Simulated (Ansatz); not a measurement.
Molecule: C2H6BO (charge 0, doublet). It need not be the lowest isomer of its formula. 
Coordinates optimised at B3LYP-D3(BJ)/def2-TZVP (Ansatz, an electronic-structure program):
SMILES: [O]B(C)C
```xyz
10

C      1.4208    -0.5159    -0.2020
B     -0.0096     0.1641     0.0415
C     -1.3497    -0.7018    -0.1057
O     -0.0828     1.4193     0.3587
H      2.2479     0.1781    -0.0714
H      1.5324    -1.3494     0.4952
H      1.4442    -0.9221    -1.2158
H     -1.3007    -1.5395     0.5937
H     -1.3888    -1.1122    -1.1173
H     -2.2511    -0.1238     0.0851
```
Charge 0, spin multiplicity 2.

Basis-set convergence of Hartree-Fock and CCSD(T) correlation energies (hartree) with Ansatz. Correlated levels leave the core frozen unless marked. UHF or UKS for open shells. Spin-orbit coupling is left out. No relativistic terms.

```tsv
basis	functions	E(HF)	E(corr, CCSD(T))
cc-pVDZ	86	-178.81765	-0.58815
cc-pVTZ	204	-178.87078	-0.71994
cc-pVQZ	400	-178.88304	-0.76046
```

Extrapolating the two largest sets (X = 3 and 4) as X^-3: E(corr) = (64·(-0.76046) - 27·(-0.71994))/37 = -0.7900 Eh, an estimate of the basis-set limit. The largest set recovers 96.3 % of it, the smallest 74.4 %.
